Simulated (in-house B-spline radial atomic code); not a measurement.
## RPA and G0W0 on PBEsol: Lu II (Lu+)

Configuration [Xe] 4f14 6s2, mean-field start PBEsol. Computed with a B-spline radial code for spherical atoms: all electrons, scalar-relativistic (spin-free one-electron X2C), finite nucleus, each spin shell either full or empty, empty states to l = 9 with an (l + 1/2)⁻⁴ tail; G0W0 by contour deformation at full frequency.

Without the two-electron picture change, the correlation of inner shells comes somewhat too large for so heavy an element.

Command:
```bash
python run_gw.py task.json out
```
Settings (radii: box in bohr, nucleus in fm):
```
Z                        71
electrons                70
configuration            [Xe] 4f14 6s2
hamiltonian              x2c
method                   pbesol
lmax                     9
rms_radius               5.37
spin_polarised           False
box_radius               23.78
intervals                70
ion_configuration        [Xe] 4f14 6s1
```

Run time, properties included: 14 s on 1 thread of Arm Neoverse V2, with other jobs on the host.

Energies (hartree):

| term | value |
| --- | --- |
| mean-field total | -14558.60381 |
| Hartree-Fock functional on these orbitals | -14558.15248 |
| direct second order | -8.0751 |
| second-order exchange | 1.9673 |
| SOSEX correction | 1.7606 |

(1) What is the RPA correlation energy, and what remains with SOSEX?

Quasi-particle levels (eV):

```
level  occupied  mean field  Σx - vxc     Σc  QP weight    G0W0
   6s       yes     -11.070     -1.60      ?          ?       ?
   5d        no      -9.225      6.09  -2.22      0.617  -5.353
```

G0W0 = mean field + (Σx - vxc) + Σc, with Σc (partial-wave tail included) taken at the quasi-particle energy. Only the outer levels were computed. Levels of low weight are left out.

(2) Where does G0W0 put 6s?

(3) What does it cost to remove one electron (to [Xe] 4f14 6s1) by differences of total energies, each species on its own start (correlation terms add to the Hartree-Fock functional)?

## Answers

(1) RPA gives -6.5387 hartree (-2.54 eV per electron); RPA + SOSEX gives -4.7781, and the second-order doubles -6.1078 hartree (no singles). SOSEX takes back 27 % of the RPA value.

(2) At -14.276 eV, with Σc = -1.61 eV and a quasi-particle weight of 0.881. The tabulated removal energy is 14.13 ± 0.05 eV (NIST, semi-empirical); the calculation leaves out spin-orbit coupling, Breit and QED terms, and what these don't explain is the method's own error.

(3) PBEsol 13.990 eV, Hartree-Fock functional 12.496 eV, + RPA 14.429 eV, + RPA + SOSEX 14.067 eV, + second order 15.723 eV. Tabulated: 14.13 ± 0.05 eV (NIST, semi-empirical); the calculation leaves out spin-orbit coupling, Breit and QED terms, and what these don't explain is the method's own error.
